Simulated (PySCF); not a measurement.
Pd: excitation energy

Pd [Kr] 4d10 (1S) → Pd [Kr] 4d9 5s1 (3D), as a difference of total energies. All numbers are calculated (PySCF 2.14, scalar relativity through the core potential, in aug-cc-pV5Z-PP with ECP28MDF). The calculations carry no spin-orbit coupling.

```json
{"method": "UHF", "excitation energy (eV)": "-0.106"}
{"method": "MN15", "excitation energy (eV)": "0.954"}
{"method": "M06-L", "excitation energy (eV)": "0.971"}
```
